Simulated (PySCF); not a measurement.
P⁺ (phosphorus, charge +1): UHF calculation

Configuration: [Ne] 3s2 3p2, high-spin 3P determinant. All numbers are calculated (PySCF 2.14, the non-relativistic Hamiltonian (point nucleus), in aug-cc-pV(D+d)Z (5s4p3d, 32 functions)).

- Total energy: -340.344823 hartree
- One-electron energy: -465.7187 hartree
- Hartree (Coulomb) energy: 147.7326 hartree
- Exchange energy: -22.3587 hartree
- Kinetic energy: 340.25149 hartree
- ⟨S²⟩: 2.0123
- ⟨L²⟩: 2.036
- Sum of ⟨r⟩: 12.12 bohr
- Sum of ⟨r²⟩: 21.04 bohr²
- Traceless quadrupole moment −½Σ⟨3z² − r²⟩ along its main axis: 2.14 e·bohr²
- Density at the nucleus (Gaussians lack the cusp): 2130 bohr⁻³
- Spin density at the nucleus: 0.122 bohr⁻³
- Langevin diamagnetic susceptibility: -16.7 ×10⁻⁶ cm³/mol
- Time after the integrals: 0.09 s of wall time on 1 thread of Intel(R) Xeon(R) Platinum 8559C (shared host)

```csv
shell,electrons,mean orbital energy (eV),spread (eV),"rms radius, mean of both spins (bohr)"
1s α,1,-2187.7,0,0.120
1s β,1,-2187.3,0,0.120
2s α,1,-215.69,0,0.562
2s β,1,-215.21,0,0.562
2p α,3,-158.41,0.393,0.540
2p β,3,-157.57,0.555,0.540
3s α,1,-30.999,0,1.99
3s β,1,-25.461,0,1.99
3p α,2,-19.718,0,2.31
```
